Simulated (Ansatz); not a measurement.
The pair A = CH2O (SMILES C=O) (first 4 atoms), B = GeH4 (SMILES [GeH4]); geometry from B3LYP-D3(BJ)/def2-TZVP.
(charge 0, multiplicity 1):
```
atom    x (Å)    y (Å)    z (Å)
----  -------  -------  -------
C      0.3917  -0.2763  -0.1906
O      0.8273   0.5195   0.5945
H     -0.2521  -1.1179   0.1281
H      0.6116  -0.2092  -1.2728
Ge    -0.1477  -0.2065   3.6193
H     -0.7140  -1.1814   2.5733
H     -0.6343   1.2172   3.3264
H      1.3840  -0.2666   3.6158
H     -0.6654  -0.6411   5.0037
```

Frozen-core correlation. Filled d and f shells under p-block atoms count as core. MP2 and its Hartree–Fock in aug-cc-pVQZ, aug-cc-pVTZ are density fitted.

Programs: Ansatz (a program for electronic structure). Values without a source in brackets are computed.

The counterpoise-corrected interaction energy is E(AB) − E(A in the pair's basis) − E(B in the pair's basis). Total energies (hartree):

```csv
level,AB,A in the pair's basis,B in the pair's basis
HF/aug-cc-pVTZ,-2191.6323208,-113.9142301,-2077.7180875
MP2/aug-cc-pVTZ,-2192.1785778,-114.3162730,-2077.8593840
HF/aug-cc-pVQZ,-2191.6437352,-113.9216152,-2077.7220873
MP2/aug-cc-pVQZ,-2192.2223848,-114.3484339,-2077.8708814
MP2/aug-cc-pVDZ,-2191.9834266,-114.2185654,-2077.7623301
CCSD(T)/aug-cc-pVDZ,-2192.0432755,-114.2449099,-2077.7958442
```

### Question
Work out the counterpoise-corrected interaction energy at the basis-set limit: extrapolate the MP2 correlation part as X⁻³, take Hartree–Fock from the larger set, and add the CCSD(T) − MP2 difference of aug-cc-pVDZ.

### Answer

1. Differences (1 hartree = 627.509 kcal/mol): HF/aug-cc-pVTZ -0.002; MP2/aug-cc-pVTZ -1.833; HF/aug-cc-pVQZ -0.021; MP2/aug-cc-pVQZ -1.926; MP2/aug-cc-pVDZ -1.588; CCSD(T)/aug-cc-pVDZ -1.582.
2. Correlation parts, MP2 less HF: -1.831 in aug-cc-pVTZ (X = 3), -1.906 in aug-cc-pVQZ (X = 4).
3. Limit (4³·(-1.906) − 3³·(-1.831))/(4³ − 3³) = -1.960; with HF/aug-cc-pVQZ it gives -1.981.
4. CCSD(T) less MP2 in aug-cc-pVDZ: 0.006.
Result: -1.97 kcal/mol, against -1.83 at MP2/aug-cc-pVTZ. It is an estimate of this method's limit, not of the exact value.
